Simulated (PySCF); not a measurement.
## Excitation energy of Rh⁺ by level of theory

Rh⁺ [Kr] 4d8 (3F) → Rh⁺ [Kr] 4d7 5s1 (5F), as a difference of total energies. Computed with PySCF 2.14 in def2-QZVPPD with the def2 core potential (28 electrons) (7s5p4d4f2g, 88 functions), with scalar relativity through the core potential. Correlated levels: valence: 4s2 4p6 frozen. The calculations carry no spin-orbit coupling.

Task: Order these methods by the excitation energy they give, lowest first.
A. SCS-MP2 (valence)
B. MP2 (valence)
C. CCSD (valence)
D. CCSD(T) (valence)

Result: C (2.045 eV), D (2.100 eV), B (2.199 eV), A (2.518 eV).

Errors of the correlated levels include the incompleteness of this basis and the frozen core.

For comparison: 2.126 eV (measured; NIST levels, between the centres of gravity of the two terms).
